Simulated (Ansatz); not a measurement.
Two members of one family (Series SnH3X), computed with Ansatz in the gas phase; def2 core potentials for Sn, no spin–orbit coupling. The two geometries come from different levels. Binding counts from free atoms in the multiplicity of their measured ground term, without zero-point energy. The structures are stationary points that may keep the symmetry of their start.

First: Sn(NH2)H3 (singlet, charge 0, r2SCAN-D4/def2-TZVP geometry).

```xyz
7

Sn   -0.504    0.130    0.560
N     0.659   -0.481   -1.002
H     1.617   -0.658   -0.716
H     0.704    0.216   -1.738
H    -0.455   -1.146    1.689
H    -2.061    0.357   -0.090
H     0.039    1.583    1.297
```

```csv
level,HOMO (eV),LUMO (eV),gap (eV),binding per atom (eV)
LDA (SPW92)/def2-TZVP,-5.95,-1.14,4.80,3.10
PBE-D4/def2-SVP,-5.51,-0.57,4.95,2.69
r2SCAN-D4/def2-TZVP,-6.13,-0.51,5.62,2.70
PBE0-D4/def2-SVP,-6.99,0.25,7.24,2.65
BHLYP-D4/def2-TZVP,-8.56,0.43,8.98,2.66
```

Second: Sn(NCS)H3 (singlet, charge 0, PBE0-D4/def2-SVP geometry).

```xyz
7

Sn   -0.122   -1.121    0.531
N     0.077    0.702   -0.350
C     0.194    1.778   -0.846
S     0.349    3.209   -1.509
H     1.297   -1.331    1.452
H    -0.261   -2.228   -0.757
H    -1.534   -1.009    1.480
```

Q: Estimate the same table for the second.

A: 
| level | HOMO (eV) | LUMO (eV) | gap (eV) | binding per atom (eV) |
| --- | --- | --- | --- | --- |
| LDA (SPW92)/def2-TZVP | -6.01 | -1.72 | 4.28 | 3.97 |
| PBE-D4/def2-SVP | -5.68 | -1.24 | 4.44 | 3.48 |
| r2SCAN-D4/def2-TZVP | -6.11 | -1.12 | 4.99 | 3.37 |
| PBE0-D4/def2-SVP | -6.84 | -0.48 | 6.36 | 3.35 |
| BHLYP-D4/def2-TZVP | -7.92 | -0.10 | 7.82 | 3.20 |
